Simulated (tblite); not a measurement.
Run record: tight-binding relaxation, `N#[C][GeH2][CH][GeH3]` [radical].

Computed with GFN2-xTB geometry optimisation, gas phase (tblite 0.8.0). Start geometry: from a force field or distance geometry. A driver script takes a list of jobs; this job's settings line and coordinates (Å) are shown.

Command:
```bash
OMP_NUM_THREADS=1 python probes_run.py task.json out
```

Input:
```
{"job": {"kind": "relax", "xc": "GFN2-xTB", "basis": "xTB"}, "charge": 0, "multiplicity": 2}
N      3.648700     0.224400    -0.644800
C      2.606500     0.129100    -0.104300
Ge     0.961400    -0.069800     0.791200
C     -0.282500    -1.045400    -0.355900
Ge    -1.883300     0.070900    -0.395800
H      0.437100     1.380500     1.054500
H      1.111900    -0.773100     2.172000
H      0.096100    -1.184800    -1.380200
H     -2.975300    -0.499300    -1.304200
H     -1.382600     1.467000    -0.905700
H     -2.332600     0.303300     1.047300
```

Output:
```
step      E/eV     max force
  0    -379.13719    4.274
  1    -378.77321   13.897
  2    -379.29425    1.085
  3    -379.33737    0.920
  4    -379.43725    0.741
  5    -379.45395    0.545
  6    -379.48944    0.589
  7    -379.50299    0.645
  8    -379.54161    0.607
  9    -379.55964    0.381
... (42 lines left out)
 52    -379.70917    0.053
 53    -379.70939    0.065
 54    -379.70973    0.063
 55    -379.71001    0.048
 56    -379.71013    0.020
 57    -379.71017    0.015
 58    -379.71019    0.016
 59    -379.71022    0.020
 60    -379.71025    0.016
 61    -379.71026    0.007
```

«max force» is the largest atomic force in eV/Å.

Summary of the converged run: energy lowered by 13.2 kcal/mol over 61 steps; largest atomic force 0.007 eV/Å at the end.

Time: 0.25 s wall. Hardware: an Arm Neoverse V2 with one thread, no GPU, shared host with 32 logical CPUs at a one-minute load of 22.
Labels such as C1 count atoms from 1, the log's own numbers from 0.
